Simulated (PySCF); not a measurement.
**Working with the constants of YO**

r²SCAN constants of YO, ²Σ⁺ (doublet), unpaired electrons σ ↑ (PySCF, scalar-relativistic core potentials, basis sets Y def2-TZVPP with ECP28, O def2-TZVPP; masses 88.9058 and 15.9949 u):

```
ωe                    : 880.9 cm⁻¹
ωexe                  : 2.72 cm⁻¹
Be                    : 0.38624 cm⁻¹
αe                    : 0.00165 cm⁻¹
De to Y (4d1 5s2) + O : 7.45 eV
```

**Question.** What force constant and bond length do these constants imply?

**Answer.** Reduced mass μred = 13.556 u; k = 5.8918×10⁻⁷·μred·ωe² (u, cm⁻¹, mdyn/Å) = 6.20 mdyn/Å; Re = √(16.8576/(μred·Be)) (u, cm⁻¹, Å) = 1.794 Å.

**Question.** Estimate the centrifugal constant D from the Kratzer relation and find the Dunham coefficient a1.

**Answer.** D = 4Be³/ωe² = 2.97e-07 cm⁻¹; a1 = −1 − αeωe/(6Be²) = -2.62.

The metal atom is held in its measured ground configuration; semilocal functionals can put another filling of s and d lower by some tenths of an eV, and De to that atom would be smaller. Spin–orbit coupling is left out, which matters for elements this heavy, above all for dissociation energies. With d or f electrons several states lie close, and the lowest PBE0 determinant need not be the measured ground state.
